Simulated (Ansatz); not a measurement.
Born–Oppenheimer molecular dynamics of Cl4H2Hf (7 atoms, charge 0, multiplicity 1). It starts at the highest image of a converged band, a first-order saddle point between two minima.

Method: Ansatz 0.2.0, RKS B3LYP-D4/def2-SVP.

```yaml
ensemble: NVE (velocity Verlet)
time_step: 0.5 fs
steps_asked: 200
starting_velocities_drawn_for: 100 K
seed: 3200
```

First frame:

```xyz
7
Properties=species:S:1:pos:R:3
Hf -0.456 -0.391 0.286
Cl 1.068 1.263 -1.685
Cl -0.078 -2.144 -1.234
Cl -1.032 -1.445 2.286
Cl -2.192 1.143 -0.111
H 1.586 1.182 -0.474
H 1.104 0.392 0.931
```

Question: How far do the bonds stretch over the last three quarters of this one trajectory? (Pairs bonded in most of those frames.)

Answer: 
```
   bond  mean (Å)  spread (Å)  shortest  longest
Hf1–Cl2     3.070       0.033      3.02     3.13
Hf1–Cl3     2.354       0.012      2.34     2.37
Hf1–Cl4     2.330       0.005      2.32     2.34
Hf1–Cl5     2.352       0.015      2.33     2.38
 Hf1–H7     1.844       0.004      1.84     1.85
 Cl2–H6     1.297       0.008      1.28     1.31
```

Mean temperature of the second half: 56 K. The conserved energy stayed within 0.0061 meV per atom of its start (net change 0.0027 meV per atom), so the integration is sound. The temperature averaged 0.56 of the 100 K drawn at the start: a run that starts near a minimum puts about half its kinetic energy into the potential. A run of 0.1 ps of so small a system gives no equilibrium averages. The orbitals stay closed-shell, which can raise the energy where a bond breaks towards radicals; this wasn't checked here.

Run time: 14 min on 2 threads of Arm Neoverse V1, on a shared host, peak memory 0.29 GiB.
